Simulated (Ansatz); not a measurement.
HI3Si (`I[SiH](I)I`). The species carries charge 0 and has multiplicity 1. I: def2 effective core potential.

Task: What are the harmonic wavenumbers in cm⁻¹ at PBE0-D4/def2-TZVP (Ansatz, finite differences of forces, unscaled)? (An estimate is asked.)

Result: Ansatz gave: 73, 73, 118, 289, 407, 407, 725, 725, 2265.

Task: Is this a minimum?

Result: Yes, all 9 modes are real.

Task: Give the ideal-gas thermochemistry at 298.15 K and 1 bar (rigid rotor, harmonic oscillator; point group C3v, symmetry number 3).

Result: Zero-point energy 30.4 kJ/mol; H(298) − E = 49.6 kJ/mol; entropy 376.1 J/(mol·K), of which translation 183.9, rotation 128.7, vibration 63.5; G(298) − E = -62.6 kJ/mol. Modes under 100 cm⁻¹ are hindered rotations or soft bends, so the harmonic entropy is rough.
